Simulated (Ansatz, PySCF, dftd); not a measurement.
Species: CH$_{3}$BF, charge 0, doublet. CH3BF (SMILES C[B]F, doublet).
B3LYP-D3(BJ)/def2-TZVP minimum from Ansatz (a program for electronic structure):
```
C
H 1 1.0889
H 1 1.0950 2 109.89
H 1 1.0974 2 107.07 3 116.55
B 1 1.5578 2 113.05 4 117.92
F 5 1.3151 1 123.07 2 154.99
```
Charge 0, spin multiplicity 2.

Quantity: enthalpy of formation at 298 K (by atomisation, with rigid-rotor harmonic-oscillator terms from PySCF's Hessian at B3LYP-D3(BJ)/def2-TZVP and the atoms' measured values of the G2/97 table; no spin-orbit terms), in kcal/mol. UHF or UKS for unpaired electrons; spin-orbit terms are left out. Cores are frozen in correlated methods. Rows without X2C or -DK are non-relativistic. CBS(X,Y): correlation extrapolated as X^-3, Hartree-Fock from the larger set. A bracket is a step between two methods taken in the basis named. The functionals are non-relativistic, so their misses hold any scalar relativity. Double hybrids freeze cores in their MP2 part. '+ core + X2C': CCSD(T) terms for core correlation (cc-pwCVTZ) and scalar relativity (cc-pVTZ-DK). Where a partner has so few electrons that a lower coupled-cluster level is exact, that level stands in.

```json
[
 {"level": "r2SCAN-D3(BJ)/def2-TZVPD", "program": "Ansatz + dftd3", "enthalpy of formation at 298 K (kcal/mol)": "-47.1", "difference against the last row": "-7.8"},
 {"level": "wB97M-V/def2-TZVPD", "program": "Ansatz", "enthalpy of formation at 298 K (kcal/mol)": "-39.7", "difference against the last row": "-0.4"},
 {"level": "B2GP-PLYP/def2-TZVPD", "program": "Ansatz", "enthalpy of formation at 298 K (kcal/mol)": "-34.7", "difference against the last row": "4.6"},
 {"level": "MP2/cc-pVQZ", "program": "Ansatz", "enthalpy of formation at 298 K (kcal/mol)": "-45.7", "difference against the last row": "-6.4"},
 {"level": "MP2/CBS(cc-pVTZ,cc-pVQZ)", "program": "Ansatz", "enthalpy of formation at 298 K (kcal/mol)": "-50.3", "difference against the last row": "-11.0"},
 {"level": "CCSD/CBS(cc-pVTZ,cc-pVQZ)", "program": "Ansatz", "enthalpy of formation at 298 K (kcal/mol)": "-29.7", "difference against the last row": "9.6"},
 {"level": "CCSD(T)/CBS(cc-pVTZ,cc-pVQZ)", "program": "Ansatz", "enthalpy of formation at 298 K (kcal/mol)": "-37.0", "difference against the last row": "2.3"},
 {"level": "CCSDT(Q)/cc-pVDZ", "program": "Ansatz", "enthalpy of formation at 298 K (kcal/mol)": "3.3", "difference against the last row": "42.6"},
 {"level": "CCSD(T)/CBS(cc-pVTZ,cc-pVQZ) + [CCSDT(Q) - CCSD(T)]/cc-pVDZ + core + X2C", "program": "Ansatz", "enthalpy of formation at 298 K (kcal/mol)": "-39.3", "difference against the last row": "0.0"}
]
```
